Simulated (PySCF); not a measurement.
CH5GaN (SMILES [CH3][Ga][NH2]), doublet, geometry from GFN2-xTB (such geometries of metal compounds can be far from the true shape) (the spin is typed, not shown lowest); B3LYP/6-31G in PySCF.

PySCF was given this input:
```python
from pyscf import gto, scf, dft

mol = gto.M(
    atom='''
Ga    0.228562    0.181077    0.336952
C    -0.653182    1.146628   -1.397479
H    -1.719826    0.928237   -1.398145
H    -0.188575    0.715344   -2.281931
H    -0.492708    2.222605   -1.376019
N    -0.033236   -1.703824    0.280737
H    -0.967873   -2.073789    0.131070
H     0.435315   -2.358791    0.899219
''',
    basis='6-31g',
    charge=0,
    spin=1,
    verbose=4,
)

mf = dft.UKS(mol)
mf.xc = 'b3lyp'
mf.kernel()
mf.analyze()
```

Q: Write the output that PySCF gives for this input, abridged.

A: 
```
PySCF version 2.14.0

[INPUT] verbose = 4
[INPUT] num. atoms = 8
[INPUT] num. electrons = 49
[INPUT] charge = 0
[INPUT] spin (= nelec alpha-beta = 2S) = 1
[INPUT] symmetry False subgroup None
[INPUT] Mole.unit = angstrom
[INPUT] Symbol           X                Y                Z      unit          X                Y                Z       unit  Magmom
[INPUT]  1 Ga     0.228562000000   0.181077000000   0.336952000000 AA    0.431919582483   0.342185937458   0.636746997124 Bohr   0.0
[INPUT]  2 C     -0.653182000000   1.146628000000  -1.397479000000 AA   -1.234335089496   2.166812886758  -2.640852574831 Bohr   0.0
[INPUT]  3 H     -1.719826000000   0.928237000000  -1.398145000000 AA   -3.250000121906   1.754113708688  -2.642111132430 Bohr   0.0
[INPUT]  4 H     -0.188575000000   0.715344000000  -2.281931000000 AA   -0.356355103940   1.351804244851  -4.312224625155 Bohr   0.0
[INPUT]  5 H     -0.492708000000   2.222605000000  -1.376019000000 AA   -0.931083179382   4.200114733089  -2.600299052198 Bohr   0.0
[INPUT]  6 N     -0.033236000000  -1.703824000000   0.280737000000 AA   -0.062806937476  -3.219760724461   0.530516043032 Bohr   0.0
[INPUT]  7 H     -0.967873000000  -2.073789000000   0.131070000000 AA   -1.829014893361  -3.918893250136   0.247686403147 Bohr   0.0
[INPUT]  8 H      0.435315000000  -2.358791000000   0.899219000000 AA    0.822626127915  -4.457468975089   1.699277636005 Bohr   0.0

nuclear repulsion = 165.562639079079
number of shells = 31
number of NR pGTOs = 154
number of NR cGTOs = 55
basis = 6-31g
ecp = {}

******** <class 'pyscf.dft.uks.UKS'> ********
method = UKS
initial guess = minao
damping factor = 0
level_shift factor = 0
DIIS = <class 'pyscf.scf.diis.CDIIS'>
diis_start_cycle = 1
diis_space = 8
diis_damp = 0
SCF conv_tol = 1e-09
SCF conv_tol_grad = None
SCF max_cycles = 50
direct_scf = True
direct_scf_tol = 1e-13
number electrons alpha = 25  beta = 24
XC library pyscf.dft.libxc version 7.1.2
    S. Lehtola, C. Steigemann, M. J. T. Oliveira, and M. A. L. Marques,  SoftwareX 7, 1–5 (2018)
XC functionals = b3lyp
    P. J. Stephens, F. J. Devlin, C. F. Chabalowski, and M. J. Frisch,  J. Phys. Chem. 98, 11623 (1994)
radial grids:
    Treutler-Ahlrichs [JCP 102, 346 (1995); DOI:10.1063/1.469408] (M4) radial grids

becke partition: Becke, JCP 88, 2547 (1988); DOI:10.1063/1.454033
pruning grids: <function nwchem_prune>
grids dens level: 3
symmetrized grids: False
atomic radii adjust function: <function treutler_atomic_radii_adjust>
small_rho_cutoff = 0
Set gradient conv threshold to 3.16228e-05
tot grids = 97968
init E= -2019.77151684599

cycle= 1 E= -2020.29188088328  delta_E= -0.52  |g|= 0.421  |ddm|= 1.76
cycle= 2 E= -2019.96729458051  delta_E= 0.325  |g|= 0.856  |ddm|= 1.15
cycle= 3 E= -2020.37344700846  delta_E= -0.406  |g|= 0.147  |ddm|= 0.838
cycle= 4 E= -2020.38570021845  delta_E= -0.0123  |g|= 0.0424  |ddm|= 0.188
cycle= 5 E= -2020.3867678389  delta_E= -0.00107  |g|= 0.0097  |ddm|= 0.0662
cycle= 6 E= -2020.38681460825  delta_E= -4.68e-05  |g|= 0.00379  |ddm|= 0.0149
cycle= 7 E= -2020.3868205599  delta_E= -5.95e-06  |g|= 0.00057  |ddm|= 0.00391
cycle= 8 E= -2020.386821188  delta_E= -6.28e-07  |g|= 0.000254  |ddm|= 0.00231
cycle= 9 E= -2020.38682126909  delta_E= -8.11e-08  |g|= 4.68e-05  |ddm|= 0.000607
cycle= 10 E= -2020.38682127565  delta_E= -6.57e-09  |g|= 1.52e-05  |ddm|= 0.000241
cycle= 11 E= -2020.38682127596  delta_E= -3.01e-10  |g|= 5.14e-06  |ddm|= 5e-05
Extra cycle  E= -2020.38682127596  delta_E= 4.55e-13  |g|= 8.69e-06  |ddm|= 1.88e-05
converged SCF energy = -2020.38682127596  <S^2> = 0.75401236  2S+1 = 2.0040083
**** SCF Summaries ****
Total Energy =                       -2020.386821275955299
Nuclear Repulsion Energy =             165.562639079078991
One-electron Energy =                -3143.695121492700309
Two-electron Energy =                  957.745661137666161
Two-electron Coulomb Energy =         1047.106850528087989
DFT Exchange-Correlation Energy =      -89.361189390421799
**** MO energy ****
                             alpha | beta                alpha | beta
MO #1   energy= -372.463892290187  | -372.463084131924  occ= 1 | 1
MO #2   energy= -45.8540859547393  | -45.8534625789881  occ= 1 | 1
MO #3   energy= -40.610331117375   | -40.6099546166696  occ= 1 | 1
MO #4   energy= -40.6088922590838  | -40.6078377468432  occ= 1 | 1
MO #5   energy= -40.6080390860237  | -40.6074754533873  occ= 1 | 1
MO #6   energy= -14.3004832063432  | -14.2978578025928  occ= 1 | 1
MO #7   energy= -10.1670484486585  | -10.1622233517456  occ= 1 | 1
MO #8   energy= -5.43662713640668  | -5.43478031829407  occ= 1 | 1
MO #9   energy= -3.72367937295917  | -3.7219874505415   occ= 1 | 1
MO #10  energy= -3.71894029379455  | -3.71622396366986  occ= 1 | 1
MO #11  energy= -3.71625306629515  | -3.7156344799736   occ= 1 | 1
MO #12  energy= -0.826937945661065 | -0.82089071202095  occ= 1 | 1
MO #13  energy= -0.756450703576413 | -0.753641793415877 occ= 1 | 1
MO #14  energy= -0.753850069950164 | -0.751376561322003 occ= 1 | 1
MO #15  energy= -0.752472328030493 | -0.750968469725379 occ= 1 | 1
MO #16  energy= -0.751302264372735 | -0.748729192137403 occ= 1 | 1
MO #17  energy= -0.746930447230171 | -0.744529055319622 occ= 1 | 1
MO #18  energy= -0.674463685442127 | -0.664086724675038 occ= 1 | 1
MO #19  energy= -0.457973177420493 | -0.455482911354355 occ= 1 | 1
MO #20  energy= -0.422735425276116 | -0.410902844866128 occ= 1 | 1
MO #21  energy= -0.395486707309067 | -0.391287162405464 occ= 1 | 1
MO #22  energy= -0.39238945757738  | -0.387562955107505 occ= 1 | 1
MO #23  energy= -0.297403146672479 | -0.275489865294622 occ= 1 | 1
MO #24  energy= -0.246846842812253 | -0.235467311656075 occ= 1 | 1
MO #25  energy= -0.181996613547262 | -0.0961630873200012 occ= 1 | 0
MO #26  energy= -0.0341187700007257 | -0.0226288181561367 occ= 0 | 0
MO #27  energy= 0.0300760634002843 | 0.0353830305309493 occ= 0 | 0
MO #28  energy= 0.0445919926402829 | 0.0526039758879877 occ= 0 | 0
MO #29  energy= 0.0889474618401418 | 0.0994690360675365 occ= 0 | 0
MO #30  energy= 0.125711038101768  | 0.129355354429042  occ= 0 | 0
MO #31  energy= 0.147239589762629  | 0.152340535455482  occ= 0 | 0
MO #32  energy= 0.169845753022873  | 0.172758657729863  occ= 0 | 0
MO #33  energy= 0.179204524596837  | 0.184654606512684  occ= 0 | 0

To work with the spin densities directly, `use mulliken_meta_spin()` only printing them here.

 ** Mulliken spin pop alpha/beta on meta-lowdin orthogonal AOs **
 ** Mulliken Spin Density (per AO)  **
spin_pop of  0 Ga 1s        0.00000
spin_pop of  0 Ga 2s        0.00003
spin_pop of  0 Ga 3s        0.00119
spin_pop of  0 Ga 4s        0.24241
spin_pop of  0 Ga 5s        0.00746
spin_pop of  0 Ga 2px       0.00000
spin_pop of  0 Ga 2py       0.00000
spin_pop of  0 Ga 2pz       0.00000
spin_pop of  0 Ga 3px       0.00001
spin_pop of  0 Ga 3py      -0.00000
spin_pop of  0 Ga 3pz       0.00001
spin_pop of  0 Ga 4px       0.16825
spin_pop of  0 Ga 4py       0.03556
spin_pop of  0 Ga 4pz       0.17304
spin_pop of  0 Ga 5px      -0.00001
spin_pop of  0 Ga 5py       0.00015
spin_pop of  0 Ga 5pz       0.00030
spin_pop of  0 Ga 3dxy     -0.00011
spin_pop of  0 Ga 3dyz      0.00061
spin_pop of  0 Ga 3dz^2    -0.00019
spin_pop of  0 Ga 3dxz      0.00015
spin_pop of  0 Ga 3dx2-y2    0.00045
spin_pop of  0 Ga 4dxy     -0.00002
spin_pop of  0 Ga 4dyz      0.00008
spin_pop of  0 Ga 4dz^2    -0.00002
spin_pop of  0 Ga 4dxz      0.00002
spin_pop of  0 Ga 4dx2-y2    0.00007
spin_pop of  1 C 1s       -0.00000
spin_pop of  1 C 2s        0.03345
spin_pop of  1 C 3s        0.00018
spin_pop of  1 C 2px       0.04665
spin_pop of  1 C 2py       0.03372
spin_pop of  1 C 2pz       0.14473
spin_pop of  1 C 3px       0.00025
spin_pop of  1 C 3py      -0.00000
spin_pop of  1 C 3pz       0.00032
spin_pop of  2 H 1s        0.00331
spin_pop of  2 H 2s        0.00059
spin_pop of  3 H 1s       -0.00063
spin_pop of  3 H 2s        0.00050
spin_pop of  4 H 1s       -0.00800
spin_pop of  4 H 2s        0.00016
spin_pop of  5 N 1s       -0.00000
spin_pop of  5 N 2s        0.00776
spin_pop of  5 N 3s        0.00007
spin_pop of  5 N 2px       0.00132
spin_pop of  5 N 2py       0.05358
spin_pop of  5 N 2pz       0.04463
spin_pop of  5 N 3px       0.00008
spin_pop of  5 N 3py       0.00037
spin_pop of  5 N 3pz       0.00058
spin_pop of  6 H 1s        0.01110
spin_pop of  6 H 2s        0.00066
spin_pop of  7 H 1s       -0.00490
spin_pop of  7 H 2s        0.00008
 ** Mulliken Spin Density (per atom)  **
spin density of  0 Ga =      0.62946
spin density of  1 C =      0.25929
spin density of  2 H =      0.00389
spin density of  3 H =     -0.00013
spin density of  4 H =     -0.00785
spin density of  5 N =      0.10838
spin density of  6 H =      0.01177
spin density of  7 H =     -0.00482
 ** Mulliken pop alpha/beta on meta-lowdin orthogonal AOs **
 ** Mulliken pop       alpha | beta **
In total            25.00000 | 24.00000
 ** Mulliken atomic charges   ( Nelec_alpha | Nelec_beta ) **
charge of  0Ga =      0.31732  (    15.65607     15.02661 )
charge of  1C =     -0.47796  (     3.36863      3.10933 )
charge of  2H =      0.11483  (     0.44453      0.44064 )
charge of  3H =      0.12223  (     0.43882      0.43895 )
charge of  4H =      0.11745  (     0.43735      0.44520 )
charge of  5N =     -0.60511  (     3.85675      3.74836 )
charge of  6H =      0.20358  (     0.40409      0.39233 )
charge of  7H =      0.20766  (     0.39376      0.39858 )
Dipole moment(X, Y, Z, Debye): -0.85531, -0.45489,  0.55571
```
